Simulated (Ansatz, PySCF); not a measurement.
Gas-phase reaction 2 R1 + R2 → P1 + P2, each structure at its B3LYP-D3(BJ)/def2-TZVP stationary point, reached from a drawn start (curvature not checked).
R1, H2 (SMILES [H][H]) (charge 0, multiplicity 1):
```xyz
2

H      0.00000     0.00000     0.37199
H      0.00000     0.00000    -0.37199
```
P1: H2O (SMILES O), charge 0, multiplicity 1.
P2: SiH4 (SMILES [SiH4]), charge 0, multiplicity 1.
R2, H2OSi (SMILES O=[SiH2]) (charge 0, multiplicity 1, Z-matrix in Å and degrees):
```
Si
O 1 1.5195
H 1 1.4808 2 124.04
H 1 1.4808 3 111.91 2 -180.00
```

```tsv
level	reaction energy (kcal/mol)
HF/cc-pV(Q+d)Z	-42.62
SVWN5/def2-TZVPP	-40.35
PBE-D3(BJ)/def2-TZVPP	-32.80
BLYP-D3(BJ)/def2-TZVPP	-26.56
revPBE/def2-TZVPP	-29.66
r2SCAN/def2-TZVPP	-33.43
r2SCAN-D4/def2-TZVPP	-33.43
B97M-V/def2-TZVPP	-34.21
B3LYP/def2-TZVPP	-32.61
B3LYP-D4/def2-TZVPP	-32.56
PBE0/def2-TZVPP	-39.07
BHLYP-D4/def2-TZVPP	-39.19
wB97M-V/def2-TZVPP	-35.10
B2PLYP-D4/def2-TZVPP	-31.64
MP2/cc-pV(T+d)Z	-29.64
MP2/CBS(cc-pV(T+d)Z, cc-pV(Q+d)Z)	-30.55
CCSD/cc-pV(D+d)Z	-39.75
CCSD(T)/cc-pV(D+d)Z	-37.12
CCSD(T)/cc-pV(T+d)Z	-33.21
CCSD(T)/CBS(cc-pV(T+d)Z, cc-pV(Q+d)Z)	-34.09
```

P less R. No zero-point or thermal terms.

Cores are frozen in the correlated methods. CBS(a, b) extrapolates the correlation energy as X⁻³ and adds the Hartree–Fock energy of set b.

Codes used: Ansatz (Gaussian basis) for Hartree–Fock, density functionals and correlated methods; PySCF for the D3/D4 terms. Each number belongs to the level named beside it.

Ansatz is a first-principles code.
